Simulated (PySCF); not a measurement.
Orbital energies and ionisation energy

Species: ethylgermane, C₂H₈Ge.
Z-matrix (Å and degrees, PBE0-D3(BJ)/def2-SVP geometry), rows numbered from 1:
```
C 
C   1  1.5364
Ge  2  1.9600  1  113.88
H   1  1.1001  2  111.61  3  -118.95
H   1  1.1022  2  113.32  3     1.25
H   1  1.1001  2  111.60  3   121.37
H   2  1.1012  1  111.27  3   121.15
H   2  1.1011  1  111.39  3  -121.23
H   3  1.5425  2  109.62  1   -54.76
H   3  1.5424  2  109.99  1    64.02
H   3  1.5415  2  111.31  1  -175.33
```

Level: CAM-B3LYP/def2-SVPD (PySCF). Frontier orbitals with their largest atomic shares (Löwdin; up to four atoms above 4 %):

| orbital | ε (eV) | main atoms |
| --- | --- | --- |
| HOMO−3 | -11.46 | C1 26 %, C2 19 %, H4 11 %, H6 10 % |
| HOMO−2 | -10.60 | Ge3 39 %, H11 29 %, H9 12 %, H10 7 % |
| HOMO−1 | -10.45 | Ge3 34 %, H10 22 %, H9 18 %, C2 11 % |
| HOMO | -9.64 | ? |
| LUMO | 1.04 | Ge3 49 %, H11 8 %, C1 8 %, C2 8 % |
| LUMO+1 | 1.53 | Ge3 29 %, C2 15 %, H9 10 %, H10 10 % |
| LUMO+2 | 1.97 | Ge3 20 %, C1 19 %, H5 11 %, H6 11 % |

**Question.** What vertical ionisation energy does ΔSCF give, and how far is −ε(HOMO) from it?

**Answer.** ΔSCF: 10.51 eV (1014 kJ/mol; threshold wavelength 118 nm); ⟨S²⟩ of the doublet left behind is 0.753, against 0.75 for a pure doublet. −ε(HOMO) is 9.64 eV, 0.87 eV below it. In exact Kohn–Sham theory the two would be equal; CAM-B3LYP (range-separated hybrid) falls short of its own ΔSCF value by 8 %.

**Question.** On which atoms does the HOMO lie?

**Answer.** C2 (sp3 carbon bound to germanium) 35 %, Ge3 (germanium bonded to C and 3 H) 24 %, C1 (methyl carbon) 13 %, H11 (Ge–H hydrogen) 5 %, so no atom holds as much as 40 %. The HOMO−1 lies 0.81 eV lower.

**Question.** How many of the 10 lowest singlet excitations (vertical TDDFT, same level) lie below the ionisation energy?

**Answer.** All 10; they run from 7.68 to 9.18 eV.

**Question.** With α = 58.7 au, estimate the like-pair dispersion coefficient by London's formula C6 = (3/4)α²I.

**Answer.** I = 0.3864 Eh, so C6 ≈ 999 au, a rough estimate.

**Question.** Shift the occupied levels rigidly so that −ε(HOMO) equals the ΔSCF value. What binding energies result?

**Answer.** The shift is +0.87 eV: HOMO 10.51, HOMO−1 11.32, HOMO−2 11.47, HOMO−3 12.33 eV. A rigid shift is only a rough guide to the deeper ionisations.

**Question.** What kinetic energy would electrons from this vertical process carry with He II light (40.814 eV)?

**Answer.** 40.81 − 10.51 = 30.30 eV.

Geometry: PBE0-D3(BJ)/def2-SVP; no solvent, vibrations or thermal averaging. The calculation is non-relativistic, for germanium too.
